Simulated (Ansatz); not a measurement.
F$_{2}$H$_{2}$NSi, SMILES `N[Si](F)F` radical. The species carries charge 0 and has multiplicity 2.

```
atom    x (Å)    y (Å)    z (Å)
  N1  -0.0024  -0.1167  -0.8532
 Si2  -0.1076  -0.2093   0.8448
  F3   1.3445   0.1032   1.4230
  F4  -1.1120   0.9351   1.3160
  H5  -0.8498  -0.0889  -1.3995
  H6   0.7273  -0.6233  -1.3310
```

Problem. Give the diagnostics of a CCSD(T)/def2-TZVPP run (frozen core, Ansatz). (Estimate.)

Solution. Ansatz gave: T1 = 0.0137, largest single amplitude 0.030, largest double 0.023, (T) share of the correlation energy 3.1 %, 11 CCSD cycles. ⟨S²⟩ of the UHF reference is 0.754 against 0.75 for a pure state. T1 lies under the customary mark of 0.045 for open shells.
